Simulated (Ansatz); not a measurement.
Cartesian coordinates in Å:
```
Si -0.9422 -1.3106 2.1949
C -0.3202 -0.4444 0.7426
C 0.1906 0.1699 -0.1784
Si 0.9338 1.0831 -1.5715
H -2.2055 -0.7110 2.6896
H -1.0562 -2.7697 1.9541
H 0.0221 1.0251 -2.7404
H 1.1428 2.4957 -1.1702
H 2.2347 0.4619 -1.9207
```

Charge 0, multiplicity 2.

List the CAM-B3LYP/def2-TZVPP orbital energies in eV (Ansatz 0.2.0). (An estimate is asked.)

Ansatz gave: α occupied: -1801.53, -1801.35, -278.95, -278.88, -146.09, -145.93, -101.53, -101.38, -101.36, -101.27, -101.24, -101.24, -22.79, -18.32, -17.20, -13.67, -12.43, -12.04, -11.83, -11.67, -10.18, -9.60, -7.35. α empty: 0.35, 0.69, 1.62, 1.84, 2.46, 2.62, 2.63, 3.07. β occupied: -1801.43, -1801.35, -278.94, -278.84, -145.98, -145.93, -101.31, -101.29, -101.27, -101.24, -101.24, -101.24, -22.70, -18.13, -16.86, -13.51, -12.32, -11.93, -11.73, -11.59, -9.80, -9.56. β empty: -1.90, 0.42, 1.14, 1.64, 1.97, 2.60, 2.68, 2.73. ⟨S²⟩ = 0.760.
